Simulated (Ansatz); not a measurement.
Total energies of `CN(C)c1cc2sc(-c3cc4sc(-c5cc6sc(C#N)cc6s5)cc4s3)cc2s1` from Ansatz at PBE0-D4/def2-TZVP, gas phase (1 Eh = 27.2114 eV = 2625.5 kJ/mol). The reference geometry is relaxed at PBE-D4/def2-SVP.

| state | geometry | energy (Eh) |
| --- | --- | --- |
| charge 0 singlet | reference | -3304.65402 |
| charge 1 doublet | reference | -3304.42846 |
| charge -1 doublet | reference | -3304.71052 |
| free C atom (triplet) | – | -37.80537 |
| free N atom (quartet) | – | -54.54382 |
| free S atom (triplet) | – | -397.97371 |
| free H atom (doublet) | – | -0.50104 |

Single mean-field runs in def2-TZVP are fitted with def2-universal-jkfit.

Question: Work out the vertical ionisation energy to the doublet.

Answer: E(charge 1 doublet) − E(charge 0 singlet) = -3304.42846 − (-3304.65402) = 0.22556 Eh = 6.14 eV. For comparison, −ε of the highest occupied level is 5.13 eV at this level, 1.01 eV less.

Question: Work out the vertical electron affinity, to the doublet.

Answer: E(charge 0 singlet) − E(charge -1 doublet) = -3304.65402 − (-3304.71052) = 0.05650 Eh = 1.54 eV. The basis lacks diffuse functions, which makes affinities too small.

Question: Give the fundamental gap IE − EA, the Mulliken electronegativity (IE + EA)/2 and the hardness (IE − EA)/2.

Answer: From the values in Eh: IE − EA = 0.22556 − 0.05650 = 0.16906 Eh = 4.60 eV; (IE + EA)/2 = 3.84 eV; (IE − EA)/2 = 2.30 eV. The HOMO–LUMO gap of the same run is 2.64 eV, 1.96 eV smaller than the fundamental gap.

Question: What is the binding energy per atom against free atoms?

Answer: Atoms: 21 × (-37.80537) + 2 × (-54.54382) + 6 × (-397.97371) + 12 × (-0.50104) = -3296.85515 Eh. Binding: -3296.85515 − (-3304.65402) = 7.79887 Eh = 212.22 eV, or 5.18 eV for each of 41 atoms (no zero-point energy, no counterpoise term).
